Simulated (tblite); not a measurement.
Problem. What does the GFN2-xTB structure of `C=C(C)[PH2+]C1=CC=CS1` look like in three dimensions? (Charge +1.)

Solution. 
Z-matrix in Å and degrees, rows numbered from 1:
```
C 
C   1  1.3288
C   2  1.4946  1  126.60
P   2  1.8044  1  119.95  3  -178.10
C   4  1.7665  2  113.54  1   114.16
C   5  1.3788  4  127.60  2   113.53
C   6  1.4017  5  111.94  4  -178.15
C   7  1.3641  6  112.84  5     0.26
S   8  1.7059  7  113.15  6     0.09
H   1  1.0777  2  120.94  3    -0.45
H   1  1.0785  2  122.72  3   179.91
H   3  1.0911  2  110.65  1  -124.29
H   3  1.0862  2  110.73  1    -3.75
H   3  1.0910  2  110.41  1   116.50
H   4  1.3792  2  108.81  1   -10.09
H   4  1.3766  2  110.42  1  -126.54
H   6  1.0760  5  123.87  4     2.13
H   7  1.0746  6  123.68  5  -179.79
H   8  1.0728  7  127.60  6  -179.55
```

C1 (terminal =CH2 carbon) is planar (angles 122.7°, 120.9° and 116.3°, sum 360.0°, 0.00 Å off the plane of its three neighbours). C8 (aromatic CH next to a ring sulfur) is planar (angles 127.6°, 119.2° and 113.1°, sum 360.0°, 0.00 Å off the plane of its three neighbours). S9 (thiophene-type sulfur) is bent (angle 90.3°). The 5 C–C bonds span 1.329 Å (C1=C2, drawn double) to 1.495 Å (C2–C3, drawn single), a spread of 0.166 Å.

Computed geometry: GFN2-xTB, gas phase.

Point group: C1 (no symmetry element, even within 0.4 Å). Its GFN2-xTB frequencies are all real (lowest 19 cm⁻¹). Torsions: C1–C2–P4–C5 114°, C2–P4–C5–C6 114°. 3 starts were optimised and ended at 0.00, 0.40 and 0.41 kcal/mol (GFN2-xTB); the lowest of these is shown.

One conformer stands for the species.
